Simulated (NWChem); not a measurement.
System: BHCl, doublet; SMILES [BH]Cl

Here is an NWChem input.

```
start job
memory heap 200 mb stack 900 mb global 1100 mb
geometry units angstroms noautosym nocenter noautoz
  B      0.132808     1.202989     0.000000
  Cl     0.022959    -0.512221     0.000000
  H     -0.831785     1.928546     0.000000
end
basis spherical
  * library def2-svp
end
dft
  odft
  mult 2
  xc b3lyp
  iterations 150
  mulliken
end
task dft energy
esp
  recalculate
  probe 0.07
  range 0.3
  factor 1.0
  spacing 0.02
end
task esp
```

Output (shortened):

```
             Northwest Computational Chemistry Package (NWChem) 7.3.0
             --------------------------------------------------------

                             Geometry "geometry" -> ""
                             -------------------------

 Output coordinates in angstroms (scale by  1.889725989 to convert to a.u.)

  No.       Tag          Charge          X              Y              Z
 ---- ---------------- ---------- -------------- -------------- --------------
    1 B                    5.0000     0.13280800     1.20298900     0.00000000
    2 Cl                  17.0000     0.02295900    -0.51222100     0.00000000
    3 H                    1.0000    -0.83178500     1.92854600     0.00000000

 Effective nuclear repulsion energy (a.u.)      31.8413141137

                                 NWChem DFT Module
                                 -----------------

 Summary of "ao basis" -> "ao basis" (spherical)
 ------------------------------------------------------------------------------
       Tag                 Description            Shells   Functions and Types
 ---------------- ------------------------------  ------  ---------------------
 B                          def2-svp                 6       14   3s2p1d
 Cl                         def2-svp                 8       18   4s3p1d
 H                          def2-svp                 3        5   2s1p

            General Information
            -------------------
          SCF calculation type: DFT
          Wavefunction type:  spin polarized.
          No. of atoms     :     3
          No. of electrons :    23
           Alpha electrons :    12
            Beta electrons :    11
          Charge           :     0
          Spin multiplicity:     2
          Use of symmetry is: off; symmetry adaption is: off
          Maximum number of iterations: 150
          AO basis - number of functions:    37
                     number of shells:    17
          Convergence on energy requested:  1.00D-06
          Convergence on density requested:  1.00D-05
          Convergence on gradient requested:  5.00D-04

              XC Information
              --------------
                         B3LYP Method XC Potential
                     Hartree-Fock (Exact) Exchange  0.200
                        Slater Exchange Functional  0.800 local
                    Becke 1988 Exchange Functional  0.720 non-local
              Lee-Yang-Parr Correlation Functional  0.810
                  VWN I RPA Correlation Functional  0.190 local

             Grid Information
             ----------------
          Grid used for XC integration:  medium
          Radial quadrature: Mura-Knowles
          Angular quadrature: Lebedev.
          Tag              B.-S. Rad. Rad. Pts. Rad. Cut. Ang. Pts.
          ---              ---------- --------- --------- ---------
          B                   0.85       49           7.0       434
          Cl                  1.00       88           8.0       590
          H                   0.35       45           8.0       434
          Grid pruning is: on
          Number of quadrature shells:   182
          Spatial weights used:  Erf1

      Superposition of Atomic Density Guess
      -------------------------------------

 Sum of atomic energies:        -484.32679288

      Non-variational initial energy
      ------------------------------

 Total energy =    -484.718845
 1-e energy   =    -730.814582
 2-e energy   =     214.254423
 HOMO         =      -0.089502
 LUMO         =       0.006858

     ---------------------------------------------
      Total Density - Mulliken Population Analysis
     ---------------------------------------------

    Atom       Charge   Shell Charges
 -----------   ------   -------------------------------------------------------
    1 B    5     4.78   1.99  0.97  0.42  0.92  0.43  0.05
    2 Cl  17    17.18   2.00  1.99  1.22  0.69  5.94  2.14  3.17  0.02
    3 H    1     1.04   0.69  0.33  0.01

     --------------------------------------------
      Spin Density - Mulliken Population Analysis
     --------------------------------------------

    Atom       Charge   Shell Charges
 -----------   ------   -------------------------------------------------------
    1 B    5     0.79   0.00  0.10  0.18  0.29  0.21  0.00
    2 Cl  17     0.09   0.00  0.00  0.00 -0.00  0.00  0.05  0.04  0.01
    3 H    1     0.12   0.07  0.04  0.00

   convergence    iter        energy       DeltaE   RMS-Dens  Diis-err
 ---------------- ----- ----------------- --------- --------- ---------
 d= 0,ls=0.0,diis     1   -485.4078850623 -5.17D+02  1.47D-02  6.09D-02
                                                     8.46D-03  5.19D-02
 d= 0,ls=0.0,diis     2   -485.4152178951 -7.33D-03  6.44D-03  4.51D-02
                                                     6.09D-03  4.67D-02
 d= 0,ls=0.0,diis     3   -485.4436726604 -2.85D-02  2.08D-03  6.21D-03
                                                     1.75D-03  5.28D-03
 d= 0,ls=0.0,diis     4   -485.4472119339 -3.54D-03  6.46D-04  1.82D-04
                                                     3.32D-04  1.52D-04
 d= 0,ls=0.0,diis     5   -485.4473238319 -1.12D-04  1.61D-04  8.70D-06
                                                     1.27D-04  8.70D-06
  Resetting Diis
 d= 0,ls=0.0,diis     6   -485.4473347490 -1.09D-05  4.44D-05  6.71D-07
                                                     4.28D-05  9.93D-07
 d= 0,ls=0.0,diis     7   -485.4473358296 -1.08D-06  1.22D-05  7.47D-08
                                                     5.56D-06  2.10D-08
 d= 0,ls=0.0,diis     8   -485.4473358873 -5.76D-08  4.04D-06  9.79D-09
                                                     5.38D-06  2.53D-08

         Total DFT energy =     -485.447335887276
      One electron energy =     -731.458247812494
           Coulomb energy =      246.814450098362
    Exchange-Corr. energy =      -32.644852286814
 Nuclear repulsion energy =       31.841314113670

 Numeric. integr. density =       22.999999943959

                    DFT Final Alpha Molecular Orbital Analysis
                    ------------------------------------------

 Vector   10  Occ=1.000000D+00  E=-3.699520D-01
              MO Center=  3.6D-02, -3.1D-01,  2.3D-08, r^2= 1.3D+00
   Bfn.  Coefficient  Atom+Function         Bfn.  Coefficient  Atom+Function
  ----- ------------  ---------------      ----- ------------  ---------------
    27      0.581451  2 Cl pz                24      0.459563  2 Cl pz
    21      0.265293  2 Cl pz                 6     -0.173922  1 B  pz
     9      0.095697  1 B  pz                29      0.029904  2 Cl d -1
    11     -0.029421  1 B  d -1

 Vector   11  Occ=1.000000D+00  E=-3.634832D-01
              MO Center=  1.0D-01, -4.6D-03, -2.1D-08, r^2= 1.9D+00
   Bfn.  Coefficient  Atom+Function         Bfn.  Coefficient  Atom+Function
  ----- ------------  ---------------      ----- ------------  ---------------
    25      0.503908  2 Cl px                22      0.405154  2 Cl px
    19      0.232294  2 Cl px                 5     -0.192561  1 B  py
    26     -0.181415  2 Cl py                 2      0.165562  1 B  s
    23     -0.161698  2 Cl py                 4     -0.129012  1 B  px
    33      0.120998  3 H  s                 34      0.109161  3 H  s

 Vector   12  Occ=1.000000D+00  E=-2.108025D-01
              MO Center=  4.1D-01,  1.1D+00, -1.7D-09, r^2= 2.1D+00
   Bfn.  Coefficient  Atom+Function         Bfn.  Coefficient  Atom+Function
  ----- ------------  ---------------      ----- ------------  ---------------
     4      0.506760  1 B  px                 3     -0.409116  1 B  s
    25      0.346645  2 Cl px                 2     -0.311903  1 B  s
     7     -0.240597  1 B  px                34      0.230588  3 H  s
    22      0.219042  2 Cl px                33      0.181246  3 H  s
     5      0.153501  1 B  py                 8     -0.128732  1 B  py

 Vector   13  Occ=0.000000D+00  E=-7.521150D-02
              MO Center=  1.2D-01,  1.0D+00,  1.3D-11, r^2= 2.2D+00
   Bfn.  Coefficient  Atom+Function         Bfn.  Coefficient  Atom+Function
  ----- ------------  ---------------      ----- ------------  ---------------
     6      0.585866  1 B  pz                 9     -0.556465  1 B  pz
    27      0.380805  2 Cl pz                24      0.196030  2 Cl pz
    21      0.113125  2 Cl pz                29     -0.071593  2 Cl d -1

 Vector   14  Occ=0.000000D+00  E= 1.019882D-01
              MO Center= -1.1D-01,  8.4D-01, -2.6D-09, r^2= 3.6D+00
   Bfn.  Coefficient  Atom+Function         Bfn.  Coefficient  Atom+Function
  ----- ------------  ---------------      ----- ------------  ---------------
     3      1.428360  1 B  s                 18     -1.125278  2 Cl s
     8     -1.090753  1 B  py                26     -0.766981  2 Cl py
    34     -0.502823  3 H  s                  7     -0.383306  1 B  px
    17     -0.306144  2 Cl s                  5      0.300518  1 B  py
    16      0.219113  2 Cl s                  2      0.187704  1 B  s

 Vector   15  Occ=0.000000D+00  E= 1.520999D-01
              MO Center= -3.6D-01,  1.5D+00, -1.1D-09, r^2= 3.5D+00
   Bfn.  Coefficient  Atom+Function         Bfn.  Coefficient  Atom+Function
  ----- ------------  ---------------      ----- ------------  ---------------
    34      2.383051  3 H  s                  8     -1.160016  1 B  py
     7      1.007419  1 B  px                 2     -0.932196  1 B  s
     3     -0.703641  1 B  s                 18     -0.417607  2 Cl s
     4     -0.360797  1 B  px                25     -0.254878  2 Cl px
     1     -0.174856  1 B  s                  5      0.116938  1 B  py

                     DFT Final Beta Molecular Orbital Analysis
                     -----------------------------------------

 Vector    9  Occ=1.000000D+00  E=-4.070072D-01
              MO Center= -2.9D-01,  8.1D-01,  5.7D-10, r^2= 2.2D+00
   Bfn.  Coefficient  Atom+Function         Bfn.  Coefficient  Atom+Function
  ----- ------------  ---------------      ----- ------------  ---------------
     5      0.310836  1 B  py                33     -0.311177  3 H  s
    26      0.270065  2 Cl py                23      0.257458  2 Cl py
    25      0.206984  2 Cl px                 4     -0.203482  1 B  px
    22      0.176534  2 Cl px                20      0.148760  2 Cl py
    34     -0.117715  3 H  s                 19      0.102315  2 Cl px

 Vector   10  Occ=1.000000D+00  E=-3.682903D-01
              MO Center=  3.2D-02, -3.3D-01,  6.5D-09, r^2= 1.3D+00
   Bfn.  Coefficient  Atom+Function         Bfn.  Coefficient  Atom+Function
  ----- ------------  ---------------      ----- ------------  ---------------
    27      0.588888  2 Cl pz                24      0.462641  2 Cl pz
    21      0.267241  2 Cl pz                 6     -0.156986  1 B  pz
     9      0.088760  1 B  pz                11     -0.030641  1 B  d -1
    29      0.029638  2 Cl d -1

 Vector   11  Occ=1.000000D+00  E=-3.466615D-01
              MO Center=  3.0D-02, -1.2D-01, -5.2D-09, r^2= 1.8D+00
   Bfn.  Coefficient  Atom+Function         Bfn.  Coefficient  Atom+Function
  ----- ------------  ---------------      ----- ------------  ---------------
    25      0.556370  2 Cl px                22      0.433879  2 Cl px
    19      0.249787  2 Cl px                33      0.144213  3 H  s
     5     -0.141029  1 B  py                34      0.141662  3 H  s
    26     -0.138625  2 Cl py                 2      0.132149  1 B  s
    23     -0.123244  2 Cl py                 7      0.084575  1 B  px

 Vector   12  Occ=0.000000D+00  E=-6.948776D-02
              MO Center=  5.4D-01,  1.3D+00,  6.0D-09, r^2= 2.1D+00
   Bfn.  Coefficient  Atom+Function         Bfn.  Coefficient  Atom+Function
  ----- ------------  ---------------      ----- ------------  ---------------
     3      0.633021  1 B  s                  4     -0.413062  1 B  px
    34     -0.321219  3 H  s                  7      0.298419  1 B  px
    25     -0.273540  2 Cl px                 2      0.248322  1 B  s
     8      0.188500  1 B  py                33     -0.159815  3 H  s
    22     -0.155638  2 Cl px                 5     -0.133992  1 B  py

 Vector   13  Occ=0.000000D+00  E=-5.530598D-02
              MO Center=  9.8D-02,  1.0D+00, -8.5D-09, r^2= 2.3D+00
   Bfn.  Coefficient  Atom+Function         Bfn.  Coefficient  Atom+Function
  ----- ------------  ---------------      ----- ------------  ---------------
     9     -0.582817  1 B  pz                 6      0.565477  1 B  pz
    27      0.372854  2 Cl pz                24      0.189122  2 Cl pz
    21      0.108745  2 Cl pz                29     -0.076706  2 Cl d -1

 Vector   14  Occ=0.000000D+00  E= 1.098268D-01
              MO Center= -2.1D-01,  8.8D-01, -2.4D-09, r^2= 3.6D+00
   Bfn.  Coefficient  Atom+Function         Bfn.  Coefficient  Atom+Function
  ----- ------------  ---------------      ----- ------------  ---------------
     3      1.627478  1 B  s                 18     -1.117685  2 Cl s
     8     -1.019572  1 B  py                26     -0.741301  2 Cl py
    34     -0.740906  3 H  s                  7     -0.522071  1 B  px
    17     -0.303362  2 Cl s                  5      0.251995  1 B  py
    16      0.215423  2 Cl s                 23     -0.162770  2 Cl py

     ---------------------------------------------
      Total Density - Mulliken Population Analysis
     ---------------------------------------------

    Atom       Charge   Shell Charges
 -----------   ------   -------------------------------------------------------
    1 B    5     5.00   1.99  0.91  0.30  1.33  0.42  0.06
    2 Cl  17    16.99   2.00  1.98  1.28  0.64  5.93  2.18  2.96  0.03
    3 H    1     1.01   0.73  0.26  0.01

     --------------------------------------------
      Spin Density - Mulliken Population Analysis
     --------------------------------------------

    Atom       Charge   Shell Charges
 -----------   ------   -------------------------------------------------------
    1 B    5     0.90   0.00  0.15  0.14  0.43  0.17 -0.00
    2 Cl  17     0.06   0.00  0.00  0.00 -0.00  0.00  0.04  0.01  0.01
    3 H    1     0.04   0.04 -0.00  0.00

     -------------------------------------------
      Total Density - Lowdin Population Analysis
     -------------------------------------------

[...]

                     NWChem Electrostatic Potential Fit Module
                     -----------------------------------------

 Atom parameters

 Number of atoms is                                    3
 Number of basis functions is                         37

 Grid parameters

 Maximum number of grid points is                  19937
 Number of grid points is                          19936
 Grid range                                     0.300000 nm
 Grid spacing                                   0.020000 nm
 Probe radius                                   0.070000 nm
 Atom radius factor                             1.000000

 Atomic radii

    1    0.100000
    5    0.158000
   17    0.169000
 FASTESP  F
  using M.O. file = ./job.movecs

    Atom              Coordinates                           Charge

                                                  ESP

    1 B     0.013281    0.120299    0.000000   -0.059412
    2 Cl    0.002296   -0.051222    0.000000    0.010637
    3 H    -0.083179    0.192855    0.000000    0.048776
                                            ------------
                                               -0.000000

 Dipole moment                                  0.096706

 Quadrupole moment Qxx                         -0.140209
                   Qyy                          0.348765
                   Qzz                         -0.208557

 RMS deviation kJ/mol                           0.151580

 RRMS %                                        95.394675
```

Level: B3LYP/def2-SVP, spin-unrestricted. In the optimisation the excess spin sits in a' (Cs, its own frame). The geometry was optimised at PBE0/def2-SVP, spin-unrestricted. No stability test was run on the SCF state.
